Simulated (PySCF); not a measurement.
# Telling isomers of C$_{4}$H$_{9}$O$_{2}$PSi$_{2}$ apart by NMR

In vacuum, non-relativistic, one conformer, rapidly exchanging positions averaged. NMR shieldings at PBE0/pcSseg-1/GIAO; GFN2-xTB geometry; PySCF 2.14.

Scale: ¹H (σref 31.72), ¹³C (σref 186.93) vs TMS (reference shieldings calculated alike). Splittings of carbon signals by F and P are missing where no couplings were computed. Where no couplings were computed, multiplicities follow the n + 1 count of equivalent neighbours, and m marks all less simple cases (inequivalent or close neighbours, rings, F or P nearby). Shifts are as computed. Against solution values, carbons near 30 ppm lie about +3 ppm off and those near 130 ppm about +5 ppm. Of 1309 compounds with measured shifts, 239 miss one by over three times the rms of a fit or turn the order of signals round; such compounds aren't used in these exercises.

(1) Tabulate the signals of `C=CC(=O)C(=O)[SiH2][SiH2]P`, `COC(=O)C#C[Si@@H]([SiH3])P` and their relative energies.

(2) What is the quickest way to tell C=CC(=O)C(=O)[SiH2][SiH2]P from COC(=O)C#C[Si@@H]([SiH3])P?

Answers

(1) 
```json
{"SMILES": "C=CC(=O)C(=O)[SiH2][SiH2]P", "carbon types": "2×C 1×CH 1×CH2", "δC": "250.3, 191.3, 148.5, 132.9", "δH": "7.52 (m, 1H), 7.04 (m, 1H), 6.64 (m, 1H), 4.34 (m, 2H), 4.05 (m, 2H), 1.08 (m, 2H)", "E rel. (kcal/mol)": "0.0"}
{"SMILES": "COC(=O)C#C[Si@@H]([SiH3])P", "carbon types": "3×C 1×CH3", "δC": "159.0, 108.1, 94.8, 51.0", "δH": "4.72 (m, 1H), 4.10 (s, 3H), 3.67 (m, 3H), 1.18 (m, 2H)", "E rel. (kcal/mol)": "4.3"}
```

Energies are electronic energies at PBE0/pcSseg-1 on these geometries, without zero-point or thermal terms, each for the one conformer computed, which needn't be the lowest.

(2) Both give the same number of carbon signals, but DEPT or the intensities differ. The first has a carbonyl carbon (C) at 250.3 ppm, the second an alkyne carbon (C) at 108.1 ppm. Their most deshielded carbons lie at 250.3 and 159.0 ppm. In the proton spectra the most deshielded non-exchanging signals are 7.52 (m, 1H) and 4.72 (m, 1H).
